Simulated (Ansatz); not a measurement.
The first iterations of a band of C3H5Ga (9 atoms, charge 0, multiplicity 1).

All numbers below come from RKS B3LYP-D4/def2-SVP in Ansatz.

* movable images: 5
* climbing image: yes
* spring: 5.0 eV/Å²
* optimiser: quadratic models (default)
* start path: through a guess of the saddle point
* force threshold: 0.05 eV/Å
* iteration limit: 60
* end points: relaxed

Initial state:

```xyz
9
Properties=species:S:1:pos:R:3
C 1.591 0.803 -2.129
C 0.979 0.733 -1.074
Ga 0.013 0.629 0.594
C -1.037 -0.993 0.981
H 2.132 0.870 -3.057
H 0.106 1.872 1.546
H -0.599 -1.880 0.498
H -1.129 -1.172 2.063
H -2.056 -0.861 0.577
```

Final state:

```xyz
9
Properties=species:S:1:pos:R:3
C 0.926 0.747 -1.194
C 1.251 1.751 -0.594
Ga -0.335 0.611 1.574
C -0.915 -1.146 0.632
H 0.629 -0.145 -1.714
H 1.571 2.657 -0.114
H -0.063 -1.778 0.323
H -1.520 -1.734 1.346
H -1.544 -0.964 -0.259
```

| iteration | highest image above the first end (eV) | largest band force component (eV/Å) |
| --- | --- | --- |
| 1 | 10.607 | 53.180 |
| 2 | 5.086 | 23.288 |
| 3 | 3.081 | 2.325 |
| 4 | 3.237 | 2.053 |
| 5 | 2.464 | 2.241 |
| 6 | 2.309 | 3.316 |

Does the band converge within its limit, and where does its top end?

The forces met the threshold. It ended after 20 iterations with the highest image 2.642 eV above the first end. Neighbouring images differ by up to 2.3 eV, so the band resolves the path poorly. A vibrational analysis at the climbing image gives one clearly imaginary mode, 1067i cm⁻¹: a first-order saddle point. The orbitals stay closed-shell, which can raise the energy where a bond breaks towards radicals; this wasn't checked here.

The run took 90 s on 2 threads of AMD EPYC 9R45 96-Core Processor (Zen 5), on a shared host, peak memory 0.24 GiB.
